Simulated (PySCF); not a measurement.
# Finite-field polarisability of Kr (krypton, neutral)

[Kr], closed-shell 1S. All numbers are calculated (PySCF 2.14, a scalar-relativistic core potential, in aug-cc-pwCVTZ-PP with ECP10MDF (8s7p6d4f1g, 96 functions)). Frozen: 3s2 3p6 3d10. Energy changes in a uniform field (μhartree):

```json
{"axis": "x", "F (au)": "0.0035", "HF": "-99.705", "MP2": "-102.854", "CCSD": "-102.662", "CCSD(T)": "-103.287"}
{"axis": "x", "F (au)": "0.007", "HF": "-398.920", "MP2": "-411.529", "CCSD": "-410.760", "CCSD(T)": "-413.264"}
```

(1) Derive α along x at CCSD(T) from the two fields.

(2) And the mean polarisability at each level?

Results:

(1) With ΔE = −αF²/2 − γF⁴/24, α = −(16 ΔE(F) − ΔE(2F))/(6F²) = 16.86 bohr³.

(2) HF 16.28, MP2 16.79, CCSD 16.76, CCSD(T) 16.86 bohr³. Reference: 16.78 ± 0.02 bohr³ (recommended; Schwerdtfeger and Nagle, table of static dipole polarizabilities (2023 update)).
